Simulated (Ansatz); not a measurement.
C3H7BFN, SMILES `BC(=C)NCF`. Charge 0, multiplicity 1.

```json
{"atom": "B1", "x (Å)": "1.3266", "y (Å)": "-1.3907", "z (Å)": "0.8205"}
{"atom": "C2", "x (Å)": "0.4521", "y (Å)": "-0.4204", "z (Å)": "0.0139"}
{"atom": "C3", "x (Å)": "0.3490", "y (Å)": "-0.6306", "z (Å)": "-1.3161"}
{"atom": "N4", "x (Å)": "-0.2485", "y (Å)": "0.5719", "z (Å)": "0.6878"}
{"atom": "C5", "x (Å)": "-1.1142", "y (Å)": "1.4650", "z (Å)": "0.0556"}
{"atom": "F6", "x (Å)": "-2.3132", "y (Å)": "0.8713", "z (Å)": "-0.3604"}
{"atom": "H7", "x (Å)": "2.0519", "y (Å)": "-2.1428", "z (Å)": "0.2447"}
{"atom": "H8", "x (Å)": "1.2598", "y (Å)": "-1.4199", "z (Å)": "2.0179"}
{"atom": "H9", "x (Å)": "0.9964", "y (Å)": "-1.3607", "z (Å)": "-1.7808"}
{"atom": "H10", "x (Å)": "-0.3657", "y (Å)": "-0.1200", "z (Å)": "-1.9530"}
{"atom": "H11", "x (Å)": "-0.3597", "y (Å)": "0.4380", "z (Å)": "1.6777"}
{"atom": "H12", "x (Å)": "-1.3856", "y (Å)": "2.2701", "z (Å)": "0.7400"}
{"atom": "H13", "x (Å)": "-0.6489", "y (Å)": "1.8689", "z (Å)": "-0.8478"}
```

Q: List the harmonic frequencies (cm⁻¹, unscaled) at PBE0-D4/def2-TZVP in Ansatz. (Best estimate.)

A: The calculation gave: 89, 118, 203, 289, 345, 432, 482, 511, 620, 750, 828, 885, 916, 969, 990, 1002, 1139, 1186, 1230, 1303, 1358, 1415, 1443, 1502, 1539, 1649, 2577, 2675, 3068, 3133, 3168, 3269, 3659.

Q: Is this a minimum?

A: Yes, all 33 modes are real.

Q: Give the ideal-gas thermochemistry at 298.15 K and 1 bar (rigid rotor, harmonic oscillator; point group C1, symmetry number 1).

A: Zero-point energy 267.6 kJ/mol; H(298) − E = 288.5 kJ/mol; entropy 340.8 J/(mol·K), of which translation 164.5, rotation 111.7, vibration 64.6; G(298) − E = 186.9 kJ/mol. Modes under 100 cm⁻¹ are hindered rotations or soft bends, so the harmonic entropy is rough.

Q: And at 400, 500, 600, 800 and 1000 K?

A: 
```json
{"T (K)": "400", "H − E (kJ/mol)": "301.3", "S (J/mol/K)": "377.6", "G − E (kJ/mol)": "150.3"}
{"T (K)": "500", "H − E (kJ/mol)": "316.4", "S (J/mol/K)": "411.2", "G − E (kJ/mol)": "110.8"}
{"T (K)": "600", "H − E (kJ/mol)": "333.7", "S (J/mol/K)": "442.5", "G − E (kJ/mol)": "68.1"}
{"T (K)": "800", "H − E (kJ/mol)": "373.1", "S (J/mol/K)": "499.0", "G − E (kJ/mol)": "-26.2"}
{"T (K)": "1000", "H − E (kJ/mol)": "417.4", "S (J/mol/K)": "548.4", "G − E (kJ/mol)": "-131.0"}
```
